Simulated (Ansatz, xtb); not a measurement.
C3H6GeN2S: 3 structures ranked

3 gas-phase structures of C3H6GeN2S, from a drawn sample of its isomers (lower ones may exist). Each was relaxed with GFN2-xTB:

A. `Sn1cn[c]([GeH3])c1`, a singlet
B. `Sn1cnc[c]1[GeH3]`, a singlet
C. `Sn1ccn[c]1[GeH3]`, a singlet

Estimate their order in r2SCAN-D4/def2-SVP energy at these geometries, lowest first.

Calculated order at r2SCAN-D4/def2-SVP: B (0.0), C (0.9), A (2.0) kcal/mol. Less than 1 kcal/mol parts B and C, so the order within that pair means little.

Energies above the lowest of each column, in kcal/mol; the last columns are at PBE-D3(BJ)/def2-SVP geometries:

```tsv
structure	GFN2-xTB	HF/STO-3G	r2SCAN-D4/def2-SVP	PBE-D3(BJ)/def2-SVP	CCSD(T)/def2-SVP + ΔMP2/def2-TZVPP
B	1.1	0.7	0.0	0.0	0.0
C	0.0	0.0	0.9	1.3	1.6
A	3.0	0.9	2.0	2.2	1.9
```

CCSD(T)/def2-SVP + ΔMP2/def2-TZVPP puts B lowest; GFN2-xTB picks C, HF/STO-3G picks C. Flexible structures stand in one conformer each, not always the lowest. ΔMP2 is the change of the MP2 energy from the smaller to the larger basis.

Programs: Ansatz 0.2.0, xtb 6.7.1.
